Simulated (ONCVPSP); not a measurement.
Configuration tests for iron (ONCV)

* Element: iron
* Generator: ONCVPSP 4.0.1
* Type: optimised norm-conserving Vanderbilt (ONCV)
* Functional: PBE
* Relativity: scalar-relativistic
* Frozen core: [Ne]
* Valence charge: 16
* Reference configuration: 3s2 3p6 3d6 4s2
* Partial waves: 3s+4s: rc 1.55 bohr, ncon 4, nbas 7, qcut 7.7 1/bohr, 2 projectors; 3p: rc 1.10 bohr, ncon 4, nbas 8, qcut 12.6 1/bohr, 2 projectors, debl 1 Ha; 3d: rc 1.20 bohr, ncon 4, nbas 8, qcut 14 1/bohr, 2 projectors, debl 0.9 Ha
* Local potential: polynomial inside 0.95 bohr (lpopt 4, dvloc0 0 Ha)
* Core correction: Teter function, fcfact 3, rcfact 1.25

In the p channel the program set the typed energies aside and used -2.207, 0.250 Ha.

Energies are relative to the spin-unpolarised reference configuration 3s2 3p6 3d6 4s2; without spin polarisation the order of configurations can differ from experiment.

Problem. Give the all-electron excitation energy and the error of the potential for: 3s2 3p6 3d6 4s1; 3s2 3p6 3d6 4s0; 3s2 3p6 3d5 4s0; 3s2 3p6 3d7 4s1.

Solution.

```csv
valence configuration,charge,ΔE all-electron (eV),error AE − PS (meV)
3s2 3p6 3d6 4s1,+1,8.729,-0.5
3s2 3p6 3d6 4s0,+2,24.932,-0.8
3s2 3p6 3d5 4s0,+3,59.155,-3.1
3s2 3p6 3d7 4s1,0,-0.792,+1.9
```

Levels in the configuration 3s2 3p6 3d6 4s1:

| level | all-electron (eV) | pseudo (eV) |
| --- | --- | --- |
| 3s | -102.544 | -102.544 |
| 3p | -68.582 | -68.582 |
| 3d | -15.956 | -15.960 |
| 4s | -12.329 | -12.328 |
